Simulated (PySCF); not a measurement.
NaF, SMILES [Na][F]. Atoms are numbered in the order given.

```xyz
2

Na     0.0000     0.0000    -0.8710
F      0.0000     0.0000     1.0646
```
Charge 0, spin multiplicity 1.

Geometry optimised at B3LYP-D3(BJ)/def2-TZVPD.

Two levels are set side by side: PBE/pcSseg-2 (PySCF) and B3LYP/pcSseg-2 (PySCF). GIAO shifts against CFCl3 (¹⁹F) at the same level; non-relativistic, no solvent, atoms listed together averaged. Differences are taken from unrounded values.

```
quantity             B3LYP
------------------  ------
δ(¹⁹F) of F2 (ppm)  -277.6
```

Task: What does PBE give, and how far is it from B3LYP? (The exact figures need the calculation; the answer reports its results.)

Result: 
```tsv
quantity	PBE	PBE minus B3LYP
δ(¹⁹F) of F2 (ppm)	-290.3	-12.7
```

Rough cost on one machine, each run with all the roots and properties that it gave: B3LYP against PBE within a factor of 2.
